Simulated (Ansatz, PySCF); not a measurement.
C₃H₁₀AlFSi (SMILES C[Si](C)(C)[AlH][F]), singlet, geometry from GFN2-xTB (such geometries of metal compounds can be far from the true shape), with bond 12-6 at 1.8 times its length. Base run: CASSCF(2,2)/STO-3G run with PySCF.

PySCF was given this input:
```python
from pyscf import gto, scf, mcscf
import numpy

mol = gto.M(
    atom='''
Al   -0.360793    1.565408   -0.665129
F     0.819580    2.709663   -0.847474
H    -1.722153    2.127953   -1.165507
Si   -0.065644   -0.683859    0.244762
C    -1.749278   -1.606658    0.185873
C     0.528199   -0.679448    2.077176
C     1.204446   -1.730676   -0.755910
H    -1.684897   -2.612739    0.589174
H    -2.500930   -1.068838    0.756415
H    -2.109796   -1.681936   -0.835922
H    -0.207626   -0.206370    2.721799
H     2.198684    0.321643    2.258380
H     0.703411   -1.682552    2.455494
H     2.164170   -1.223516   -0.805087
H     0.862753   -1.882674   -1.776177
H     1.371726   -2.708596   -0.313593
''',
    basis='sto-3g',
    charge=0,
    spin=0,
    verbose=4,
)

mf = scf.RHF(mol)
mf.kernel()
mc = mcscf.CASSCF(mf, 2, 2)
mc.fix_spin_(ss=0.0)
mc.kernel()
occ = numpy.linalg.eigvalsh(mc.fcisolver.make_rdm1(mc.ci, mc.ncas, mc.nelecas))[::-1]
ss = mc.fcisolver.spin_square(mc.ci, mc.ncas, mc.nelecas)[0]
print('natural occupations', occ.round(4), ' <S^2>', round(ss, 4))
```

Programs used: Ansatz (a quantum-chemistry and plane-wave program), PySCF; a row that names a program was run with it.

The base run was repeated with changes; each row names its change, and settings that it needs were set with it.

```
change                                            ΔE vs base (mEh)                      natural occupations  <S^2> of the state        outcome
------------------------------------------------  ----------------  ---------------------------------------  ------------------  -------------
base                                                         0.000                                1.73 0.27                0.00      converged
fix_spin_ = off                                              0.000                                1.73 0.27                0.00      converged
solver = newton                                              0.000                                1.73 0.27                0.00      converged
orbitals = fixed (CASCI); correction = SC-NEVPT2            -199.4                                2.00 0.00                0.00      converged
code = ansatz                                                0.023                                        -                   -      converged
conv_tol = 1e-5                                              0.000                                1.73 0.27                0.00      converged
active space = 6 electrons, 7 orbitals                     -27.342       1.98 1.97 1.73 0.27 0.03 0.02 0.00                0.00      converged
state_average = 2 states                                    97.640                                        -                   -      converged
active space = 8 electrons, 6 orbitals                           -                                        -                   -  not converged
correction = SC-NEVPT2                                      -239.2                                1.73 0.27                0.00      converged
active space = 6 electrons, 8 orbitals                     -28.184  1.98 1.97 1.73 0.27 0.03 0.02 0.00 0.00                0.00      converged
```

Active orbitals are taken around the Fermi level unless the row says otherwise; CASSCF can end in different local minima, and two programs can end on different orbitals. State-averaged rows give the lowest state.
